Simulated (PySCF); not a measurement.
In(GeH3)3, SMILES [In]([GeH3])([GeH3])[GeH3] (H₉Ge₃In) at its PBE0/def2-SVP optimised geometry (Å):

```
13

In     0.2417    -0.8820     2.0755
Ge     1.2732     0.3600     0.0000
H      0.8057    -0.2522    -1.3381
H      0.8199     1.8381     0.0000
H      2.8167     0.3600     0.0000
Ge     1.7022    -1.2648     4.2283
H      2.6644    -2.4536     4.0026
H      2.5783    -0.0368     4.5582
H      0.8644    -1.5907     5.4829
Ge    -2.2568    -1.6994     2.0157
H     -3.1551    -0.6843     2.7592
H     -2.8167    -1.8381     0.5842
H     -2.4392    -3.0600     2.7225
```

Level of theory: PBE0/def2-TZVP, def2 effective core potentials past Kr (PySCF). The core electrons that the potentials of In replace are not part of the density. Cells within 0.4 Å of a nucleus heavier than hydrogen are left out (blank, or x).

Map of the electrostatic potential (hartree/e), clipped to [-0.08, 0.12] on the plane z = 0.0 Å:

```
|00000000000000000000000000000|
|00000000000000000000000000000|
|00000000000000000000000000000|
|00000000000000000000000000000|
|00000000000000000000000000000|
|00000000000000000000000000000|
|00000000000000012100000000000|
|00000000000000259830000000000|
|00000000000001399992100000000|
|00000000000001599996310000000|
|00000000000112599999941000000|
|00000000011123899999997410000|
|000000000111259999x9999941000|
|00000000011136999xx9999961000|
|000000000111259999x9999941000|
|00000000011124899999998410000|
|00000000011123599999942100000|
|00000122111112357998521000000|
|00001475211112334444321000000|
|00002899311112333332211000000|
|00002697211112233322211100000|
|00000232111112222222111100000|
|00000000001112222222111100000|
|00000000001111222221111100000|
|00000000001111111111111000000|
|00000000000111111111111000000|
|00000000000011111111110000000|
|00000000000001111111100000000|
|00000000000000111111000000000|
```
Scale: ten equal steps from -0.004 (start of '0') to 0.120 (end of '9'), in the order '0123456789'; x runs from -5.00 to 5.00, y from -5.00 (bottom) to 5.00 (top).
